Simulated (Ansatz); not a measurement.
Program: Ansatz. Geometries: PBE0-D4/def2-TZVP. ΔE: electronic, gas phase. CCSD(T)/CBS adds triple-zeta CCSD(T) − MP2 to the extrapolated MP2 energy (def2 sets, frozen cores). This one scheme is used for every species. DFT in def2-TZVPP. B3LYP here is the variant with VWN-RPA as its local correlation; programs differ in this. HSE06 is defined as in plane-wave codes. def2 core potentials past Kr. For Ta outer-core shells are correlated without core-valence functions, which leaves a few kJ/mol of doubt a bond. One conformer a species, not always the lowest.

Consider the ligand exchange at a Ta–N bond: `[NH]=[Ta]([NH2])([OH])[F]` + H–F → `[NH]=[Ta]([OH])([F])[F]` + NH₃.

`[NH]=[Ta]([NH2])([OH])[F]`:

```xyz
9

N    -0.552   -1.575   -0.401
Ta   -0.480    0.158   -0.073
N     1.338    0.683   -0.640
O    -0.716    0.528    1.785
F    -1.794    1.118   -1.050
H    -0.715   -2.546   -0.605
H     2.022    0.076   -1.062
H     1.726    1.605   -0.493
H    -0.830   -0.048    2.539
```

H–F:

Z-matrix (Å, degrees):
```
F
H 1 0.920
```

`[NH]=[Ta]([OH])([F])[F]`:

```xyz
7

N    -0.236    1.008   -1.001
Ta    0.494   -0.125    0.128
O    -0.888   -1.049    1.034
F     1.550   -1.355   -0.831
F     1.534    0.831    1.374
H    -0.614    1.668   -1.658
H    -1.839   -0.977    0.955
```

NH₃:

```xyz
4

N    -0.194    0.141   -0.149
H     0.218    0.719    0.573
H    -0.589   -0.671    0.309
H     0.565   -0.188   -0.734
```

CCSD(T)/CBS gives -17.3 kcal/mol.

(1) Another level gave -17.9 kcal/mol. Which?
A. CCSD(T)/def2-TZVPP
B. r2SCAN0/def2-TZVPP
C. B3LYP/def2-TZVPP
D. HSE06-D4/def2-TZVPP

Largest T1 diagnostic among the species: 0.019.

Answers

(1) A. CCSD(T)/def2-TZVPP -17.9, HSE06-D4 -19.0, r2SCAN0 -20.3, B3LYP -21.5 kcal/mol.

The D4 term adds +1.4 kcal/mol with B3LYP and +0.8 kcal/mol with PBE0; it sums over pairs of atoms, weighted by their polarisabilities, and B3LYP, whose exchange is more repulsive, gets the larger term. Leaving LDA and LC-ωPBE aside and taking each functional with its dispersion term where it has one, the values, not all of them listed here, spread over 4.2 kcal/mol, from B97M-V to PBE-QIDH. LDA lies +2.5 kcal/mol from PBE without D4. At CCSD(T), def2-SVP lies −2.8 kcal/mol from the extrapolated value and def2-TZVPP −0.6 kcal/mol.
